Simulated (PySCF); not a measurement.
## P²⁺: ionisation energy

P²⁺ [Ne] 3s2 3p1 (2P) → P³⁺ [Ne] 3s2 (1S), as a difference of total energies. Calculation: PySCF 2.14, in aug-cc-pCVTZ-DK with one added diffuse shell each of s, p, d, f type (9s8p6d4f, 91 functions); scalar relativity by spin-free X2C-1e. Correlated levels: nothing frozen. The calculations carry no spin-orbit coupling.

```
                 method  ionisation energy (eV)
                    UHF                  29.573
    MP2 (all electrons)                  29.907
SCS-MP2 (all electrons)                  29.891
   CCSD (all electrons)                  30.036
CCSD(T) (all electrons)                  30.059
```

How much does correlation contribute at CCSD(T) (all electrons)?

30.059 − (29.573) = 0.486 eV, measured against UHF.

A first-order spin-orbit estimate (lowest level to lowest level, LS coupling) adds 0.041 eV.

Errors of the correlated levels include the incompleteness of this basis.

For comparison: 30.203 eV (measured; NIST Atomic Spectra Database, ionization energies).
